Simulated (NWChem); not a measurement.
System: CH3BrOSn, singlet; SMILES C[O][Sn][Br]

The following NWChem deck was run.

```
start job
memory heap 200 mb stack 900 mb global 1100 mb
geometry units angstroms noautoz
  Sn     0.728566     0.642263    -0.003657
  Br    -0.733490    -1.464456     0.003935
  O     -0.703707     2.014118    -0.000233
  C     -2.097839     1.943580     0.003971
  H     -2.478688     0.905898     0.010677
  H     -2.502059     2.461915     0.892307
  H     -2.507237     2.452136    -0.887659
end
basis spherical
  * library def2-svpd
end
ecp
  Sn library def2-ecp
end
dft
  xc pbe0
  iterations 150
end
tddft
  cis
  nroots 6
  notriplet
end
task tddft energy
```

Excerpt of the output:

```
             Northwest Computational Chemistry Package (NWChem) 7.3.0
             --------------------------------------------------------

 C1  symmetry detected

                             Geometry "geometry" -> ""
                             -------------------------

 Output coordinates in angstroms (scale by  1.889725989 to convert to a.u.)

  No.       Tag          Charge          X              Y              Z
 ---- ---------------- ---------- -------------- -------------- --------------
    1 Sn                  50.0000     0.68076783     0.74362935    -0.00002442
    2 Br                  35.0000    -0.06914295    -1.70862760     0.00002160
    3 O                    8.0000    -1.10166162     1.61331258     0.00034904
    4 C                    6.0000    -2.40786897     1.12095155    -0.00019289
    5 H                    1.0000    -2.45411917     0.01654275     0.00392960
    6 H                    1.0000    -2.95339498     1.48934131     0.88744228
    7 H                    1.0000    -2.95036759     1.48240451    -0.89254203

 Effective nuclear repulsion energy (a.u.)     662.4053957035

                                 NWChem DFT Module
                                 -----------------

 Summary of "ao basis" -> "ao basis" (spherical)
 ------------------------------------------------------------------------------
       Tag                 Description            Shells   Functions and Types
 ---------------- ------------------------------  ------  ---------------------
 Sn                        def2-svpd                12       32   5s4p3d
 Br                        def2-svpd                15       41   6s5p4d
 O                         def2-svpd                 9       23   4s3p2d
 C                         def2-svpd                 8       20   4s2p2d
 H                         def2-svpd                 4        8   2s2p

            General Information
            -------------------
          SCF calculation type: DFT
          Wavefunction type:  closed shell.
          No. of atoms     :     7
          No. of electrons :    74
           Alpha electrons :    37
            Beta electrons :    37
          Charge           :     0
          Spin multiplicity:     1
          Use of symmetry is: off; symmetry adaption is: off
          Maximum number of iterations: 150
          AO basis - number of functions:   140
                     number of shells:    56
          Convergence on energy requested:  1.00D-06
          Convergence on density requested:  1.00D-05
          Convergence on gradient requested:  5.00D-04

              XC Information
              --------------
                         PBE0 Method XC Functional
                     Hartree-Fock (Exact) Exchange  0.250
          PerdewBurkeErnzerhof Exchange Functional  0.750
            Perdew 1991 LDA Correlation Functional  1.000 local
           PerdewBurkeErnz. Correlation Functional  1.000 non-local

             Grid Information
             ----------------
          Grid used for XC integration:  medium
          Radial quadrature: Mura-Knowles
          Angular quadrature: Lebedev.
          Tag              B.-S. Rad. Rad. Pts. Rad. Cut. Ang. Pts.
          ---              ---------- --------- --------- ---------
          Sn                  1.45      123          12.0       590
          Br                  1.15      112          12.0       590
          O                   0.60       49          13.0       434
          C                   0.70       49          13.0       434
          H                   0.35       45          14.0       434
          Grid pruning is: on
          Number of quadrature shells:   468
          Spatial weights used:  Erf1

      Superposition of Atomic Density Guess
      -------------------------------------

 Sum of atomic energies:       -2934.99817506

      Non-variational initial energy
      ------------------------------

 Total energy =   -2900.194567
 1-e energy   =   -4829.534611
 2-e energy   =    1569.880652
 HOMO         =      -0.299491
 LUMO         =      -0.047928

   convergence    iter        energy       DeltaE   RMS-Dens  Diis-err
 ---------------- ----- ----------------- --------- --------- ---------
 d= 0,ls=0.0,diis     1  -2902.7554972482 -3.26D+03  1.75D-02  7.31D-01
 d= 0,ls=0.0,diis     2  -2902.3573315149  3.98D-01  1.04D-02  4.31D+00
 d= 0,ls=0.0,diis     3  -2902.8414358032 -4.84D-01  2.80D-03  9.52D-02
 d= 0,ls=0.0,diis     4  -2902.8506120269 -9.18D-03  1.15D-03  2.51D-02
 d= 0,ls=0.0,diis     5  -2902.8538244580 -3.21D-03  1.54D-04  4.18D-04
  Resetting Diis
 d= 0,ls=0.0,diis     6  -2902.8538690562 -4.46D-05  4.09D-05  4.10D-05
 d= 0,ls=0.0,diis     7  -2902.8538739473 -4.89D-06  1.04D-05  4.42D-07
 d= 0,ls=0.0,diis     8  -2902.8538739379  9.46D-09  5.09D-06  7.03D-07

         Total DFT energy =    -2902.853873937886
      One electron energy =    -4832.837447064618
           Coulomb energy =     1694.639020083310
    Exchange-Corr. energy =     -124.114838900154
 Nuclear repulsion energy =      359.459391943574

 Numeric. integr. density =       73.999978904505

                       DFT Final Molecular Orbital Analysis
                       ------------------------------------

 Vector   35  Occ=2.000000D+00  E=-3.045324D-01
              MO Center= -3.7D-01, -6.6D-01,  2.9D-04, r^2= 4.3D+00
   Bfn.  Coefficient  Atom+Function         Bfn.  Coefficient  Atom+Function
  ----- ------------  ---------------      ----- ------------  ---------------
    48      0.417674  2 Br px                45      0.381378  2 Br px
    42     -0.252957  2 Br px                79      0.217092  3 O  py
    49     -0.198081  2 Br py                12      0.193607  1 Sn px
    46     -0.179096  2 Br py               102     -0.172760  4 C  py
   117      0.165443  5 H  s                 82      0.149491  3 O  py

 Vector   36  Occ=2.000000D+00  E=-2.937766D-01
              MO Center= -1.1D+00,  5.2D-01, -1.3D-03, r^2= 4.3D+00
   Bfn.  Coefficient  Atom+Function         Bfn.  Coefficient  Atom+Function
  ----- ------------  ---------------      ----- ------------  ---------------
    80      0.448832  3 O  pz                50     -0.330558  2 Br pz
    83      0.326144  3 O  pz                47     -0.297324  2 Br pz
    44      0.197060  2 Br pz               133      0.181854  7 H  s
   125     -0.180443  6 H  s                103     -0.177446  4 C  pz
   126     -0.127442  6 H  s                134      0.127725  7 H  s

 Vector   37  Occ=2.000000D+00  E=-2.868169D-01
              MO Center=  1.8D-01, -2.7D-02,  7.1D-04, r^2= 4.8D+00
   Bfn.  Coefficient  Atom+Function         Bfn.  Coefficient  Atom+Function
  ----- ------------  ---------------      ----- ------------  ---------------
     3      0.409057  1 Sn s                 48     -0.371982  2 Br px
    45     -0.329201  2 Br px                 4      0.317083  1 Sn s
    12      0.225531  1 Sn px                42      0.218183  2 Br px
    79      0.198605  3 O  py                49     -0.167824  2 Br py
     2     -0.162091  1 Sn s                 78     -0.157589  3 O  px

 Vector   38  Occ=0.000000D+00  E=-9.815375D-02
              MO Center=  6.5D-01,  6.7D-01, -2.3D-04, r^2= 3.9D+00
   Bfn.  Coefficient  Atom+Function         Bfn.  Coefficient  Atom+Function
  ----- ------------  ---------------      ----- ------------  ---------------
    17      0.580236  1 Sn pz                14      0.550934  1 Sn pz
    80     -0.205228  3 O  pz                50     -0.195049  2 Br pz
    11     -0.170023  1 Sn pz                 8     -0.158665  1 Sn pz
    83     -0.154410  3 O  pz                47     -0.146263  2 Br pz
    44      0.094421  2 Br pz               113     -0.073476  4 C  d -1

[...]

                                NWChem TDDFT Module
                                -------------------

            General Information
            -------------------
           No. of orbitals :     280
            Alpha orbitals :     140
             Beta orbitals :     140
        Alpha frozen cores :       0
         Beta frozen cores :       0
     Alpha frozen virtuals :       0
      Beta frozen virtuals :       0
         Spin multiplicity :       1
    Number of AO functions :     140
        Use of symmetry is : off
      Symmetry adaption is : off
         Schwarz screening :  0.10D-07

              XC Information
              --------------
                  PBE0 Method XC Functional
              Hartree-Fock (Exact) Exchange   0.25
   PerdewBurkeErnzerhof Exchange Functional   0.75
     Perdew 1991 LDA Correlation Functional   1.00 local
    PerdewBurkeErnz. Correlation Functional   1.00 non-local

             TDDFT Information
             -----------------
          Calculation type : Tamm-Dancoff TDDFT
         Wavefunction type : Restricted singlets
          No. of electrons :      74
           Alpha electrons :      37
            Beta electrons :      37
              No. of roots :       6
          Max subspacesize :    5200
            Max iterations :     100
               Target root :       1
           Target symmetry : none
      Symmetry restriction : off
                 Algorithm : Optimal
        Davidson threshold :  0.10D-03

    6 smallest eigenvalue differences (eV)
--------------------------------------------------------
  No. Spin  Occ  Vir  Irrep   E(Occ)    E(Vir)   E(Diff)
--------------------------------------------------------
    1    1   37   38 a        -0.287    -0.098     5.134
    2    1   36   38 a        -0.294    -0.098     5.323
    3    1   35   38 a        -0.305    -0.098     5.616
    4    1   34   38 a        -0.306    -0.098     5.663
    5    1   33   38 a        -0.312    -0.098     5.818
    6    1   37   39 a        -0.287    -0.032     6.947
--------------------------------------------------------

  Entering Davidson iterations
  Restricted singlet excited states

  Iter   NTrls   NConv    DeltaV     DeltaE      Time
  ----  ------  ------  ---------  ---------  ---------
    1      6       0     0.16E+00   0.10+100       94.8
    2     12       0     0.25E-01   0.35E-01       87.5
    3     18       0     0.12E-01   0.15E-02       94.1
    4     24       0     0.68E-02   0.44E-03       94.4
    5     30       3     0.38E-02   0.18E-03       95.8
    6     33       3     0.48E-02   0.49E-04       92.9
    7     36       5     0.26E-01   0.14E-02       71.8
    8     37       5     0.86E-02   0.14E-02       49.8
    9     38       5     0.26E-02   0.11E-03       48.7
   10     39       5     0.12E-02   0.16E-04       62.0
   11     40       5     0.53E-03   0.36E-05       46.8
   12     41       5     0.20E-03   0.51E-06       41.3
   13     42       6     0.95E-04   0.75E-07       56.2
  ----  ------  ------  ---------  ---------  ---------
  Convergence criterion met

  Ground state a       -2902.853873937886 a.u.

  ----------------------------------------------------------------------------
  Root   1 singlet a              0.147899872 a.u.                4.0246 eV
  ----------------------------------------------------------------------------
     Transition Moments    X -0.00065   Y  0.00069   Z -0.44807
     Dipole Oscillator Strength                    0.0197959449
     Electric Quadrupole                           0.0000000886
     Magnetic Dipole                               0.0000008075
     Total Oscillator Strength                     0.0197968411

     Occ.   32  a   ---  Virt.   38  a       -0.05529
     Occ.   34  a   ---  Virt.   38  a        0.43234
     Occ.   37  a   ---  Virt.   38  a        0.89513
  ----------------------------------------------------------------------------
  Root   2 singlet a              0.157888161 a.u.                4.2964 eV
  ----------------------------------------------------------------------------
     Transition Moments    X -0.00141   Y  0.00067   Z -0.06292
     Dipole Oscillator Strength                    0.0004169833
     Electric Quadrupole                           0.0000000119
     Magnetic Dipole                               0.0000004272
     Total Oscillator Strength                     0.0004174223

     Occ.   34  a   ---  Virt.   38  a       -0.48583
     Occ.   35  a   ---  Virt.   38  a       -0.84200
     Occ.   37  a   ---  Virt.   38  a        0.22346
  ----------------------------------------------------------------------------
  Root   3 singlet a              0.165205196 a.u.                4.4955 eV
  ----------------------------------------------------------------------------
     Transition Moments    X  0.43450   Y -0.47041   Z -0.00690
     Dipole Oscillator Strength                    0.0451696971
     Electric Quadrupole                           0.0000001601
     Magnetic Dipole                               0.0000001253
     Total Oscillator Strength                     0.0451699825

     Occ.   33  a   ---  Virt.   38  a        0.17192
     Occ.   34  a   ---  Virt.   39  a        0.14001
     Occ.   34  a   ---  Virt.   40  a       -0.11607
     Occ.   36  a   ---  Virt.   38  a       -0.94598
     Occ.   37  a   ---  Virt.   39  a       -0.08354
     Occ.   37  a   ---  Virt.   40  a       -0.13423
  ----------------------------------------------------------------------------
  Root   4 singlet a              0.165611507 a.u.                4.5065 eV
  ----------------------------------------------------------------------------
     Transition Moments    X -0.00585   Y  0.00639   Z -0.51419
     Dipole Oscillator Strength                    0.0291987133
     Electric Quadrupole                           0.0000002031
     Magnetic Dipole                               0.0000018571
     Total Oscillator Strength                     0.0292007735

     Occ.   32  a   ---  Virt.   38  a       -0.09267
     Occ.   34  a   ---  Virt.   38  a       -0.75322
     Occ.   35  a   ---  Virt.   38  a        0.53441
     Occ.   37  a   ---  Virt.   38  a        0.35833
  ----------------------------------------------------------------------------
  Root   5 singlet a              0.182557126 a.u.                4.9676 eV
  ----------------------------------------------------------------------------
     Transition Moments    X -0.47353   Y -0.03551   Z -0.00052
     Dipole Oscillator Strength                    0.0274433963
     Electric Quadrupole                           0.0000001548
     Magnetic Dipole                               0.0000001115
     Total Oscillator Strength                     0.0274436626

     Occ.   32  a   ---  Virt.   39  a        0.07124
     Occ.   33  a   ---  Virt.   38  a        0.93058
     Occ.   35  a   ---  Virt.   40  a        0.14250
     Occ.   36  a   ---  Virt.   38  a        0.16210
     Occ.   37  a   ---  Virt.   39  a       -0.21090
     Occ.   37  a   ---  Virt.   40  a        0.14163
  ----------------------------------------------------------------------------
  Root   6 singlet a              0.216767380 a.u.                5.8985 eV
  ----------------------------------------------------------------------------
     Transition Moments    X -0.00290   Y -0.00437   Z -0.25192
     Dipole Oscillator Strength                    0.0091748712
     Electric Quadrupole                           0.0000000028
     Magnetic Dipole                               0.0000000144
     Total Oscillator Strength                     0.0091748884

     Occ.   33  a   ---  Virt.   39  a       -0.05039
     Occ.   36  a   ---  Virt.   39  a        0.99290

              Target root =      1
          Target symmetry = none
      Ground state energy =  -2902.853873937886
        Excitation energy =      0.147899872255
     Excited state energy =  -2902.705974065632

  stored tddft:energy   -2902.7059740656318
```

Level: PBE0/def2-SVPD with def2 effective core potentials on Sn, TDA. Low-valent species are run as closed-shell singlets; no triplet was tried in these runs. Coordinates come from a PBE0/def2-SVP optimisation. Not confirmed as a minimum by frequencies. def2 effective core potentials on Sn; no spin-orbit coupling.
